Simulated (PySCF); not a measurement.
Sb(Me)3 (C3H9Sb), SMILES [CH3][Sb]([CH3])[CH3].

Geometry optimised at B3LYP-D3(BJ)/def2-SVP. The isomer is the one that the SMILES or the coordinates give; other isomers of the formula were not compared. The def2 effective core potentials stand for the cores of Sb; spin–orbit coupling is left out.

The numbers are results of PySCF with M06-2X/def2-TZVP, not measurements.

Gas-phase values at a fixed geometry.

Computed frontier levels, gap, dipole moment and polarisability:
```
Quantity                                                                                                        Value
---------------------------------------------------------------------------------------------  ----------------------
highest occupied level                                                                                       -7.58 eV
lowest empty level                                                                                            0.78 eV
orbital gap                                                                                                   8.36 eV
dipole moment                                                                                                  0.35 D
quadrupole, principal values (traceless, Buckingham form, about the centre of nuclear charge)   -2.55, 1.27, 1.27 D·Å
mean static polarisability                                                                      83.3 bohr³ (12.35 Å³)
polarisability, principal values                                                               75.8, 87.1, 87.1 bohr³
```
